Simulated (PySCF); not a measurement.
C₅H₁₁FO₂Si₂.
SMILES with atom numbers: `[O:1]=[CH:2][O:3][Si@@H:4]1[CH2:5][C@@H:6]([F:7])[CH2:8][C@@H:9]1[SiH3:10]`

NICS is the negative of the GIAO shielding at a point without a nucleus: at the ring centre (0) and 1 Å above and below it (1); zz is the component along the ring normal. Level: GIAO PBE0/pcSseg-1 (PySCF, non-relativistic, gas phase) on the GFN2-xTB geometry, one conformer.

Ring bond lengths (Å), with Mayer bond orders in brackets: Si4–C5 1.898 (0.90), C5–C6 1.522 (1.01), C6–C8 1.525 (1.01), C8–C9 1.539 (0.98), C9–Si4 1.902 (0.87).

Task: Give the NICS values of each ring in ppm.

Result: 
```json
{"ring": "Si4–C5–C6–C8–C9", "type": "5-membered ring with Si; formal bonds all single", "NICS(0)": "-3.5", "NICS(1), two faces": "-3.5 / -3.8", "NICS(1)zz, two faces": "-1.4 / -3.7", "rms pucker (Å)": "0.19", "centre to ring atoms, mean (Å)": "1.40"}
```

Task: What can be read from them?

Result: 
- Si4–C5–C6–C8–C9: mean NICS(1)zz -2.5 ppm, near zero. Si4, C5, C6, C8, C9 have four or more neighbours; no verdict on aromaticity is drawn.

Task: What is the mean of the two in-plane components of NICS at the second NICS(1) probe listed for ring Si4–C5–C6–C8–C9, 1 Å off the ring?

Result: The isotropic value is a third of the trace: (3 × -3.8 − (-3.7))/2 = -3.8 ppm.

Task: What are the shieldings of the ring atoms and their hydrogens in the same run (means over atoms taken as equivalent)?

Result: 
| atoms | environment | σ isotropic (ppm) |
| --- | --- | --- |
| Si4 | oxygen-bound silicon | 325.2 |
| C5 | sp3 carbon bound to silicon | 164.2 |
| C6 | sp3 C–F carbon | 89.1 |
| C8 | ring CH2 carbon | 145.7 |
| C9 | sp3 carbon bound to silicon | 183.1 |
| H on Si4 | Si–H hydrogen | 26.01 |
| H on C5 | methylene hydrogen | 30.83 |
| H on C5 | methylene hydrogen | 30.21 |
| H on C6 | methine hydrogen | 26.23 |
| H on C8 | methylene hydrogen | 29.19 |
| H on C8 | methylene hydrogen | 30.42 |
| H on C9 | methine hydrogen | 30.93 |
